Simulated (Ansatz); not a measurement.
A search over several starts for the lowest SCF solution of the cluster Ag₃H₄ at the given spin, in a small basis.

```yaml
crystal:
  periodic: [false, false, false]
  atoms:
    - {symbol: Ag, position_ang: [-1.033520, -1.711032, 0.255121]}
    - {symbol: Ag, position_ang: [0.054581, 0.723757, -0.152175]}
    - {symbol: Ag, position_ang: [1.644681, -1.564003, 0.499118]}
    - {symbol: H, position_ang: [-1.646481, -0.098618, -0.152309]}
    - {symbol: H, position_ang: [0.015793, 2.841100, -0.599195]}
    - {symbol: H, position_ang: [0.761243, 2.701529, -0.486563]}
    - {symbol: H, position_ang: [0.203713, -2.892744, 0.636004]}
basis:
  gaussian: {orbitals: def2-SVP, initial_orbitals: start.molden}
magnetization: {spin_polarized: true, initial_magnetization: 1}
hamiltonian: {xc: pbe0, dispersion: d4}
output: {orbitals: {seedname: orbitals}}
```

The file start.molden holds the orbitals of an earlier run on this structure, at another level or in another basis.

```sh
$ ansatz run in.yaml --threads 4 --pin off --events-out ev --progress --plain --max-ram 3916MiB
```

Shortened log:

```
Functional definition: PBE0
1190 factors; integrals over basis functions are off by at most 5.9e-4 eV
mean field evaluation 1: about -12038.5792 eV, gradient 6.2e1 eV
mean field evaluation 2: about -12050.5857 eV, gradient 1.7e1 eV
mean field evaluation 4: about -12060.0739 eV, gradient 1.8e0 eV
mean field evaluation 8: about -12060.4129 eV, gradient 5.3e-3 eV
mean field evaluation 16: about -12060.1505 eV, gradient 3.5e-1 eV
mean field evaluation 32: about -12060.4129 eV, gradient 1.7e-5 eV
mean field -12060.41285851 eV, -443.2119977089 hartree, gradient 5.8e-5 eV, S^2 0.755017; 1 other end points of the search recorded, 0 dependent functions left out
reference -12060.41290048 eV, -443.2119992513 hartree; 31, 30 occupied and 82, 83 virtual orbitals, 1190 factors
Total energy: -12060.61612112 eV, -443.2194674721 hartree
```

It took 9 s on 4 threads of Arm Neoverse N1 on a shared host.

In the def2 sets Ag takes a core potential; there is no spin–orbit coupling. In the doublet, H5 and H6 lie 0.77 Å apart (atoms count from 1), so H2 has formed as a molecule. The structure comes from a short search, and lower isomers may exist.
